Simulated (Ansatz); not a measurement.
Job for Ansatz (a quantum-chemistry and plane-wave program): U-CCSD(T)/def2-SVP on CdH3N (SMILES [NH2][CdH]), a point of a bond scan (R = 2.898 Å). Elements past Kr take the def2 small-core potentials; no spin–orbit coupling.

Ansatz 0.2 input:
```yaml
crystal:
  periodic: [false, false, false]
  atoms:
    - {symbol: Cd, position_ang: [-0.19315055, -0.04077904, -0.22746535]}
    - {symbol: H, position_ang: [-1.97137334, -0.38303314, -2.49008902]}
    - {symbol: N, position_ang: [1.16167798, 0.26842501, 1.25041043]}
    - {symbol: H, position_ang: [1.49906634, -0.57553431, 1.69861765]}
    - {symbol: H, position_ang: [0.84969212, 0.89030603, 1.98723929]}
basis:
  gaussian:
    orbitals: def2-SVP
correlation: {method: ccsd_t, electrons: outside_noble_gas}
scf: {omitted_lower_state_checks: [cluster_reference]}
magnetization: {spin_polarized: true, initial_magnetization: 0}
```

It printed:

```
WARN ansatz: RAYON_NUM_THREADS=1 ignored (pool sized by the plan → 1); use --threads N
Functional definition: HF
these checks for a lower state are left out or cut short: cluster_reference
integrals: 0.05 GiB planned
629 factors; integrals over basis functions are off by at most 4.6e-4 eV
mean field: 0.16 GiB planned
mean field evaluation 1: about -6061.0669 eV, gradient 2.3e1 eV
mean field evaluation 2: about -6061.2370 eV, gradient 2.3e1 eV
mean field evaluation 4: about -6063.9243 eV, gradient 1.9e0 eV
mean field evaluation 8: about -6063.9670 eV, gradient 1.1e-1 eV
mean field evaluation 16: about -6064.1648 eV, gradient 1.4e0 eV
mean field evaluation 32: about -6064.3315 eV, gradient 7.1e-1 eV
mean field evaluation 64: about -6060.5466 eV, gradient 1.1e1 eV
mean field evaluation 96: about -6061.1563 eV, gradient 4.1e0 eV
mean field -6064.60848085 eV, -222.8702509318 hartree, gradient 1.5e-6 eV, S^2 0.747002; 6 other end points of the search recorded, 0 dependent functions left out
5 core orbitals not correlated
reference -6064.60848085 eV, -222.8702509318 hartree; 10, 10 occupied and 45, 45 virtual orbitals, 629 factors
second order -12.29017152 eV of doubles, -0.00000000 eV of singles
coupled cluster: 0.19 GiB planned
cycle   1  -12.05488220 eV  change    2.4e-1 eV  update   9.1e-2
cycle   2  -12.30564595 eV  change   -2.5e-1 eV  update   3.9e-2
cycle   3  -12.41517553 eV  change   -1.1e-1 eV  update   3.3e-2
cycle   4  -12.44079815 eV  change   -2.6e-2 eV  update   2.4e-2
cycle   5  -12.47883204 eV  change   -3.8e-2 eV  update   2.0e-2
cycle   6  -12.54870949 eV  change   -7.0e-2 eV  update   1.5e-2
cycle   7  -12.59073241 eV  change   -4.2e-2 eV  update   9.7e-3
cycle   8  -12.60602209 eV  change   -1.5e-2 eV  update   5.1e-3
cycle   9  -12.61385272 eV  change   -7.8e-3 eV  update   2.6e-3
cycle  10  -12.61408938 eV  change   -2.4e-4 eV  update   1.5e-3
cycle  11  -12.61559751 eV  change   -1.5e-3 eV  update   7.9e-4
cycle  12  -12.61644477 eV  change   -8.5e-4 eV  update   3.3e-4
cycle  13  -12.61628047 eV  change    1.6e-4 eV  update   1.7e-4
cycle  14  -12.61632586 eV  change   -4.5e-5 eV  update   8.3e-5
cycle  15  -12.61630022 eV  change    2.6e-5 eV  update   3.7e-5
cycle  16  -12.61628981 eV  change    1.0e-5 eV  update   1.8e-5
coupled cluster: 0.19 GiB planned
perturbative correction -0.37350841 eV, -0.0137261810 hartree
Total energy: -6077.59827907 eV, -223.3476172117 hartree
Checks for a lower state left out: cluster_reference
```

The run converged. Its determinant has ⟨S²⟩ = 0.75, a mixture of spin states.

Cost: around 6 core-seconds (rough).
